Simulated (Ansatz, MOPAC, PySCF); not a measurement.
Bond stretch in SMILES [GeH3][GeH2][GeH3]. The Ge1–H11 bond (Ge1 also carries Ge, H, H; H11 carries nothing else) is varied alone, starting from the PBE0/def2-SVP optimised geometry.

Computed with: UKS-B3LYP/3-21G = unrestricted B3LYP/3-21G in PySCF; RKS-PBE0 = restricted PBE0/cc-pVDZ in Ansatz (a program for electronic structure); PM6, restricted, heats of formation (MOPAC); RKS-PBE = restricted PBE/cc-pVDZ run with Ansatz.

Energies are in kcal/mol, each relative to the lowest point of its own curve near equilibrium.

| R / Å | UKS-B3LYP/3-21G | RKS-PBE0 | PM6 | RKS-PBE |
|---|---|---|---|---|
| 1.25 | 23.3 | 25.8 | 23.7 | 26.7 |
| 1.37 | 6.7 | 7.4 | 6.6 | 8.0 |
| 1.44 | 2.1 | 2.3 | 1.9 | 2.7 |
| 1.51 | 0.2 | 0.2 | 0.1 | 0.3 |
| 1.54 | 0.0 | 0.0 | 0.0 | 0.0 |
| 1.57 | 0.1 | 0.1 | 0.3 | 0.0 |
| 1.66 | 2.1 | 2.3 | 3.2 | 1.7 |
| 1.73 | 4.8 | 5.3 | 7.1 | 4.3 |
| 1.89 | 13.7 | 14.7 | 19.3 | 12.8 |
| 2.03 | 23.0 | 24.5 | 32.0 | 21.7 |
| 2.27 | 39.6 | 41.8 | 54.9 | 37.4 |
| 2.55 | 57.6 | 60.3 | 79.7 | 54.1 |
| 2.85 | 71.6 | 77.1 | 101.6 | 68.9 |
| 3.23 | 80.2 | 93.6 | 122.2 | 83.0 |
| 3.76 | 84.6 | 109.5 | 140.2 | 96.0 |
| 4.44 | 86.1 | 121.4 | 152.7 | 105.0 |

At the longest distance, 4.44 Å, PM6 lies highest above its minimum (152.7 kcal/mol) and UKS-B3LYP/3-21G lowest (86.1 kcal/mol).

The unrestricted determinant behind UKS-B3LYP/3-21G is spin-contaminated at 2.85 to 4.44 Å (<S²> up to 1.0, against 0.00 for a pure singlet). The restricted form behind RKS-PBE0, PM6, RKS-PBE keeps the bonding electrons paired and can't separate into open-shell fragments.
